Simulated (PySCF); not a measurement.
Field gradients from PBE0/pcSseg-1 densities (PySCF, non-relativistic) at GFN2-xTB geometries, isolated species, one conformer each; χzz is the principal value of largest magnitude, with Q(35Cl) = −0.0817 b, Q(14N) = 0.02044 b. GFN2-xTB bond lengths can be off by several hundredths of an ångström, more for odd bonds, and the gradients follow them. A larger basis could move these couplings by a tenth or more.

Task: These 35Cl couplings (χzz in MHz, η) are listed in rising order: (-80.60, 0.06); (-75.96, 0.01); (-40.84, 0.03). Assign them to: the vinyl chlorine of `N#C/C(Cl)=C\CCCS`; the silicon-bound chlorine of `FC1=CC=C[Si@]1(F)Cl`; Cl5 (alkyl chlorine) in `[O:1]=[C:2]([CH2:3][CH2:4][Cl:5])[SiH2:6][CH2:7][Cl:8]`.

Result: -80.60 MHz, η 0.06: the vinyl chlorine of `N#C/C(Cl)=C\CCCS`; -75.96 MHz, η 0.01: Cl5 (alkyl chlorine) in `[O:1]=[C:2]([CH2:3][CH2:4][Cl:5])[SiH2:6][CH2:7][Cl:8]`; -40.84 MHz, η 0.03: the silicon-bound chlorine of `FC1=CC=C[Si@]1(F)Cl`.

Task: These 14N couplings (χzz in MHz, η) are listed in rising order: (-4.730, 0.12); (-0.941, 0.21); (0.080, 0.09). Assign them to: the nitrile nitrogen of `N#C/C(Cl)=C\CCCS`; the pyridinium-type nitrogen of `CSc1c[nH+]cc(C)c1`; the ammonium nitrogen of `CSc1cccc([NH3+])c1`.

Result: -4.730 MHz, η 0.12: the nitrile nitrogen of `N#C/C(Cl)=C\CCCS`; -0.941 MHz, η 0.21: the pyridinium-type nitrogen of `CSc1c[nH+]cc(C)c1`; 0.080 MHz, η 0.09: the ammonium nitrogen of `CSc1cccc([NH3+])c1`.

All sites together:

```tsv
nucleus	site	Vzz (au)	η	χzz (MHz)
35Cl	the vinyl chlorine of N#C/C(Cl)=C\CCCS	4.199	0.06	-80.60
35Cl	the silicon-bound chlorine of FC1=CC=C[Si@]1(F)Cl	2.128	0.03	-40.84
35Cl	Cl5 (alkyl chlorine) in [O:1]=[C:2]([CH2:3][CH2:4][Cl:5])[SiH2:6][CH2:7][Cl:8]	3.957	0.01	-75.96
14N	the nitrile nitrogen of N#C/C(Cl)=C\CCCS	-0.985	0.12	-4.730
14N	the pyridinium-type nitrogen of CSc1c[nH+]cc(C)c1	-0.196	0.21	-0.941
14N	the ammonium nitrogen of CSc1cccc([NH3+])c1	0.017	0.09	0.080
```
